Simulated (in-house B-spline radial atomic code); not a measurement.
Ionisation energies with and without relativity, with size and susceptibility from the Dirac run. Dirac energy differences include first-order Breit, QED and recoil terms. NIST's values go from ground level to ground level; the uncertainty of those that are theory runs from under 0.1 % in few-electron ions to several per cent in heavy many-electron ones. Computed with an all-electron radial atomic-structure program (B-spline basis): non-relativistic Hartree-Fock and Dirac-Hartree-Fock, averages of the configuration (point nuclei without relativity, finite nuclei with it).

```tsv
ion	configuration	configuration after	ionisation non-relativistic (eV)	ionisation Dirac Breit and QED (eV)	tabulated value (eV)	tabulated kind	radius at density 0.001 (bohr)	diamagnetic susceptibility (10⁻⁶ cm³/mol)
Ar5+	[Ne] 3s2 3p1	[Ne] 3s2	90.12	90.15	91.29	measured	2.601	-5.3744
V5+	[Ne] 3s2 3p6	[Ne] 3s2 3p5	?	?	?	measured	?	?
Kr5+	[Ar] 3d10 4s2 4p1	[Ar] 3d10 4s2	76.58	76.83	78.49	semi-empirical	2.865	-10.939
Zr5+	[Ar] 3d10 4s2 4p5	[Ar] 3d10 4s2 4p4	96.15	96.54	96.38	semi-empirical	2.772	-13.534
Rh5+	[Kr] 4d4	[Kr] 4d3	78.72	77.93	80	tabulated theory	2.793	-15.811
Sb5+	[Kr] 4d10	[Kr] 4d9	?	?	?	measured	?	?
Xe5+	[Kr] 4d10 5s2 5p1	[Kr] 4d10 5s2	63.89	64.43	66.703	measured	3.227	-20.699
```

Fill in the row of V5+.

ionisation non-relativistic (eV): 127.19; ionisation Dirac Breit and QED (eV): 127.29; tabulated value (eV): 128.125; radius at density 0.001 (bohr): 2.34; diamagnetic susceptibility (10⁻⁶ cm³/mol): -7.0382.

Fill in the row of Sb5+.

ionisation non-relativistic (eV): 99.52; ionisation Dirac Breit and QED (eV): 98.42; tabulated value (eV): 99.51; radius at density 0.001 (bohr): 2.577; diamagnetic susceptibility (10⁻⁶ cm³/mol): -16.004.
